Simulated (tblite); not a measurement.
C7H8ClO (doublet state).
Structure used (GFN2-xTB), in Å, numbered top down from 1:
```
atom  x, y, z in Å
C1    -2.087   -1.084    0.139
C2    -1.301   -0.078    0.468
C3    -0.177    0.434   -0.386
C4    -0.403    1.906   -0.749
C5     1.130    0.287    0.367
O6     2.327    0.170   -0.392
C7     1.900   -0.944    0.297
C8     2.070   -2.175    0.580
Cl9    3.089   -3.450    0.339
H10   -1.961   -1.624   -0.785
H11   -2.889   -1.412    0.778
H12   -1.444    0.451    1.401
H13   -0.111   -0.160   -1.304
H14   -1.316    2.009   -1.330
H15    0.433    2.279   -1.335
H16   -0.494    2.508    0.153
H17    1.227    0.897    1.263
```

Calculated harmonic vibrations of the isolated species, GFN2-xTB (tblite), most abundant isotopes, no scaling. Against measured fundamentals such values can be off by several per cent, at times by over 20. One conformer, not necessarily the lowest. Open shells enter through the occupations alone, without spin polarisation, and single modes of such species can be off by tens of per cent.

Harmonic wavenumbers (cm⁻¹): 28.2, 44.4, 86.6, 133.1, 159.7, 208.5, 223.1, 262.2, 281.4, 344.6, 447.3, 471.3, 537.2, 632.5, 665.1, 859.7, 891.8, 900.9, 943.9, 969.1, 986.3, 1020.7, 1029.4, 1093.5, 1127.7, 1171.2, 1222.0, 1234.6, 1272.5, 1303.3, 1372.5, 1403.1, 1416.0, 1492.8, 1494.2, 1719.4, 1927.7, 2954.8, 2983.9, 3032.5, 3041.6, 3043.9, 3058.5, 3103.6, 3130.5.

A = 2465, B = 671.1, C = 550.6 MHz; mass 143.026 u (most abundant isotopes); point group C1, symmetry number 1; spin multiplicity 2.

**Question.** What is the zero-point energy?

**Answer.** ½Σν̃ = 27863 cm⁻¹ = 79.67 kcal/mol.

**Question.** Give the ideal-gas entropy at 200 K and 1 bar in the rigid-rotor, harmonic-oscillator model (classical rotation).

**Answer.** Translation 38.83, rotation 29.06, vibration 22.71, spin (R ln 2) 1.38: S = 92.0 cal/(mol K).

**Question.** And Cp and H(200 K) − H(0)?

**Answer.** Cp = 29.11 cal/(mol K), of which vibrations give 21.16 (their classical limit is 45 R = 89.4); H(200 K) − H(0) = 3.90 kcal/mol without the zero-point energy, 2.31 from vibrations.

**Question.** How do the functions run with temperature in this model?

**Answer.** 
```
T (K)  S (cal/(mol K))  Cp (cal/(mol K))  H − H(0) (kcal/mol)  G − H(0) (kcal/mol)  ln q(vib)
  100             75.1              20.2                 1.42                -6.10       2.60
  300            105.4              37.7                 7.24               -24.38       8.42
  500            128.5              53.4                16.42               -47.83      13.62
  800            157.2              68.4                34.90               -90.85      20.75
 1000            173.2              74.9                49.27              -123.92      25.07
```

q(vib) and H(0) count from the zero-point level.

**Question.** What must be added to the electronic energy to get the Gibbs energy at 200 K and 1 bar?

**Answer.** ZPE + [H(200 K) − H(0)] − T·S = 79.67 + 3.90 − 18.39 = 65.18 kcal/mol.

Hindered rotation and anharmonicity are outside this model. Other conformers, if any are populated, would add a mixing term that is left out. The structure is chiral; the term R ln 2 for an equal mix with its mirror image is left out.
